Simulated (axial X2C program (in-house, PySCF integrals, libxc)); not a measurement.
**Potential curves of SnB⁻, two-component**

Calculated with an axial X2C code built on PySCF integrals. Two-component (2c) means X2C with spin–orbit coupling and atomic mean-field two-electron Coulomb and Gaunt terms. Basis: Sn dyall-acv3z [12s13p10d5f1g], B dyall-av3z [8s7p3d2f] (cores contracted in-house); Gaussian nuclei, density fitting, unrestricted open shells. Masses: Sn 119.902 u, B 11.009 u.

State: Ω = 2 (⟨Sz⟩ = 0.99, ⟨Lz⟩ = 1.01 at PBE0). Energies in cm⁻¹ from the fragments at the same level (Sn- + B). Fits are polynomials in 1 − R0/R over 0.85 to 1.23 times the lowest point R0.

| R (Å) | PBE0 |
| --- | --- |
| 1.8496 | -16506 |
| 1.9347 | -19944 |
| 1.9984 | -21416 |
| 2.0622 | -22171 |
| 2.1260 | -22369 |
| 2.2004 | -22071 |
| 2.2748 | -21358 |
| 2.3705 | -20033 |
| 2.4874 | -18050 |
| 2.6575 | -14896 |

The state is one determinant whose occupation by symmetry is held fixed; it was picked as the lowest of a PBE0 search that is not exhaustive. De is counted from the lowest determinant-based energies of the atoms at the same level, without counterpoise correction. Density functionals use the spin component along the axis (collinear). In 2c an atomic determinant is not the ground J level, so De misses part of the atomic spin–orbit lowering. This holds for PBE0. PBE0 can misorder states that lie within some tenths of an eV, so this need not be the ground state of the molecule. The nearest other 2c determinant of the search, Ω = 1, lies 0.13 eV up at the distance of the search. Without a current term, density functionals place determinants with orbital angular momentum somewhat too high. With several unpaired electrons one determinant need not be a pure state. Open-shell Ω = 0 determinants with evenly filled partner blocks cannot be reached by this program, so the Ω shown need not be the lowest component. The highest occupied level of some functionals is positive through self-interaction error; at Hartree–Fock it is bound.

Problem. Fit the PBE0 curve near its minimum: give the equilibrium distance, the harmonic wavenumber and the well depth.

Solution. At PBE0, 2c: Re = 2.121 Å, ωe ≈ 596 cm⁻¹, De = 2.77 eV to Sn- + B; Be follows as 0.372 cm⁻¹.
